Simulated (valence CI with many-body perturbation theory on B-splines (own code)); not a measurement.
Energy levels of Pr35+

Method: configuration interaction combined with many-body perturbation theory (CI+MBPT): six valence electrons over a frozen Dirac-Fock core [Ar], a basis of 7 s, 7 p, 8 d, 6 f, 4 g, 1 h functions for each j, with the one-electron correlation potential Σ1 (screened to all orders), the two-electron term Σ2, the three-electron term Σ3, Breit, model QED; selected single and double excitations, second order for the rest, scaled by the run's own slope (own B-spline code, finite nucleus).

The last digits are not significant, and no measured levels were compared; by estimate large intervals hold to a few tenths of a per cent, small ones and those within an open d or f shell to about a per cent. Core correlation moves these levels by up to 6800 cm⁻¹, and in measured spectra 5 to 20 % of such shifts remained as error; rates that hang on mixing are uncertain with them. Among the levels kept, up to 1000 cm⁻¹ of a level comes from second order outside the variational space, and about a tenth of that is noise between levels of different J, which matters for small intervals. Only levels of the ground parity were solved; by the run's estimate the other parity begins above the list, which can be wrong where configurations are misplaced.

Levels 1 to 34 of 34, with energies above the lowest level, (3d3/2^4 3d5/2^2) J=4. "Leading %" is the weight of the configuration and term that name the level; weights of strongly mixed levels are sums over their largest components and can fall short. In the jj column 3d3/2^4 stands for four electrons in 3d with j = 3/2. Lifetimes count E1, E2, E3, M1 and M2 decay at the calculated energies, and are blank where another channel may lead or the interval is too uncertain; long ones can be off by a factor of two.

| No. | Configuration | Term | J | E (cm⁻¹) | Leading % | Leading jj | g | Lifetime |
| --- | --- | --- | --- | --- | --- | --- | --- | --- |
| 1 | 3d⁶ | ⁵D | 4 | 0 | 49 | 3d3/2^4 3d5/2^2 (88 %) | 1.321 |  |
| 2 | 3d⁶ | ³P | 2 | 42742 | 44 | 3d3/2^4 3d5/2^2 (89 %) | 1.341 | 148 s |
| 3 | 3d⁶ | ³P | 0 | 118490 | 40 | 3d3/2^4 3d5/2^2 (69 %) |  | 2.87 s |
| 4 | 3d⁶ | ⁵D | 3 | 142080 | 76 | 3d3/2^3 3d5/2^3 (90 %) | 1.406 | 12.1 μs |
| 5 | 3d⁶ | ⁵D | 1 | 168390 | 61 | 3d3/2^3 3d5/2^3 (91 %) | 1.380 | 12.8 μs |
| 6 | 3d⁶ | ⁵D | 4 | 168500 | 35 | 3d3/2^3 3d5/2^3 (87 %) | 1.137 | 10.6 μs |
| 7 | 3d⁶ | ³G | 5 | 212430 | 57 | 3d3/2^3 3d5/2^3 (100 %) | 1.123 | 50.2 μs |
| 8 | 3d⁶ | ³H | 6 | 212780 | 73 | 3d3/2^3 3d5/2^3 (98 %) | 1.115 | 4.54 s |
| 9 | 3d⁶ | ³F | 2 | 246150 | 51 | 3d3/2^3 3d5/2^3 (88 %) | 0.926 | 13.7 μs |
| 10 | 3d⁶ | ³F | 3 | 251870 | 32 | 3d3/2^3 3d5/2^3 (93 %) | 1.038 | 14.7 μs |
| 11 | 3d⁶ | ⁵D | 2 | 304900 | 41 | 3d3/2^2 3d5/2^4 (51 %) | 1.233 | 7.83 μs |
| 12 | 3d⁶ | ³G | 4 | 320360 | 43 | 3d3/2^3 3d5/2^3 (80 %) | 1.024 | 69.0 μs |
| 13 | 3d⁶ | ³P | 0 | 324090 | 86 | 3d3/2^3 3d5/2^3 (58 %) |  | 22.5 μs |
| 14 | 3d⁶ | ³D | 1 | 324910 | 51 | 3d3/2^3 3d5/2^3 (86 %) | 0.982 | 15.3 μs |
| 15 | 3d⁶ | ³P | 2 | 341740 | 40 | 3d3/2^2 3d5/2^4 (62 %) | 1.327 | 6.71 μs |
| 16 | 3d⁶ | ³F | 3 | 350990 | 50 | 3d3/2^3 3d5/2^3 (96 %) | 1.082 | 19.8 μs |
| 17 | 3d⁶ | ¹S | 0 | 355300 | 49 | 3d3/2^2 3d5/2^4 (82 %) |  | 3.91 μs |
| 18 | 3d⁶ | ³F | 4 | 371460 | 42 | 3d3/2^2 3d5/2^4 (93 %) | 1.089 | 4.67 μs |
| 19 | 3d⁶ | ³H | 5 | 393390 | 57 | 3d3/2^2 3d5/2^4 (100 %) | 1.098 | 9.22 μs |
| 20 | 3d⁶ | ³D | 3 | 397910 | 32 | 3d3/2^2 3d5/2^4 (80 %) | 1.194 | 5.33 μs |
| 21 | 3d⁶ | ¹I | 6 | 417370 | 73 | 3d3/2^2 3d5/2^4 (98 %) | 1.039 | 13.3 μs |
| 22 | 3d⁶ | ³G | 3 | 426770 | 51 | 3d3/2^2 3d5/2^4 (95 %) | 0.931 | 7.93 μs |
| 23 | 3d⁶ | ³P | 1 | 460480 | 62 | 3d3/2^2 3d5/2^4 (83 %) | 1.120 | 6.97 μs |
| 24 | 3d⁶ | ¹G | 4 | 469630 | 59 | 3d3/2^2 3d5/2^4 (83 %) | 1.054 | 9.02 μs |
| 25 | 3d⁶ | ¹D | 2 | 471260 | 37 | 3d3/2^2 3d5/2^4 (84 %) | 1.050 | 6.95 μs |
| 26 | 3d⁶ | ³F | 2 | 534410 | 77 | 3d3/2^2 3d5/2^4 (93 %) | 0.807 | 4.66 μs |
| 27 | 3d⁶ | ³F | 4 | 550390 | 66 | 3d3/2^2 3d5/2^4 (84 %) | 1.161 | 5.81 μs |
| 28 | 3d⁶ | ³P | 1 | 550640 | 70 | 3d3/2 3d5/2^5 (93 %) | 1.495 | 1.88 μs |
| 29 | 3d⁶ | ¹G | 4 | 637580 | 57 | 3d3/2 3d5/2^5 (78 %) | 1.021 | 2.88 μs |
| 30 | 3d⁶ | ³P | 2 | 665250 | 52 | 3d3/2 3d5/2^5 (84 %) | 1.266 | 3.23 μs |
| 31 | 3d⁶ | ³F | 3 | 674690 | 44 | 3d3/2 3d5/2^5 (92 %) | 1.062 | 3.36 μs |
| 32 | 3d⁶ | ¹D | 2 | 674980 | 90 | 3d3/2^2 3d5/2^4 (85 %) | 0.999 | 5.33 μs |
| 33 | 3d⁶ | ¹S | 0 | 716950 | 50 | 3d5/2^6 (50 %) |  | 2.84 μs |
| 34 | 3d⁶ | ¹S | 0 | 858830 | 68 | 3d3/2^2 3d5/2^4 (49 %) |  | 1.53 μs |

Where two levels of one J and parity lie close, their mixing, g and order are uncertain.

The ionisation energy to 3d⁵ ⁴P5/2 of the next ion comes out as 2400.9 eV (NIST: 2400 ± 5 eV (theoretical)). All 34 levels together are meant to be complete up to 893090 cm⁻¹.
